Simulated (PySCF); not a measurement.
The numbers are results of CAM-B3LYP-D3(BJ)/def2-TZVP // CAM-B3LYP-D3(BJ)/def2-SVP in PySCF, not measurements. All species are isolated molecules in the gas phase. Delta-SCF ions had no search for a lower state. Excitations are Tamm–Dancoff values on a coarser integration grid. The basis has no diffuse functions, so Rydberg states are missing or too high.

Reference species (SMILES): `[BH2-]1[OH+][BH2-][OH+]1` (neutral, multiplicity 1).

| Item | Result |
|---|---|
| S1 excitation (TDA) | 7.01 eV |
| S1 oscillator strength | 0.000 |
| vertical ionisation energy (Delta-SCF) | 10.52 eV |

Changed species: `[GaH2-]1[SeH+][GaH2-][SeH+]1`.

### Question
What does the change do to the S1 excitation (TDA), S1 oscillator strength and vertical ionisation energy (Delta-SCF)?

### Answer
the S1 excitation (TDA) falls by 0.95 eV, to 6.06 eV; the S1 oscillator strength is nearly the same; the vertical ionisation energy (Delta-SCF) falls by 0.87 eV, to 9.65 eV.
